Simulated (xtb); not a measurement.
Si(I)(SiH3) (H3ISi2), SMILES I[Si][SiH3] (connectivity only; charge and spin as stated), neutral, multiplicity 1. All values are semi-empirical tight-binding results from xtb (GFN2-xTB unless named), good for trends rather than for accurate numbers. The structure is a stationary point at GFN2-xTB.

```yaml
orbital_gap: 1.67 eV
zero_point_energy: 15.2 kcal/mol
G − E(el) at 298.15 K (modified RRHO): -4.7 kcal/mol
static polarisability (D4 model): 95.3 bohr³
solvation energy, GFN2-xTB/ALPB(water): -1.7 kcal/mol
solvation energy, GFN2-xTB/ALPB(toluene): -3.5 kcal/mol
```
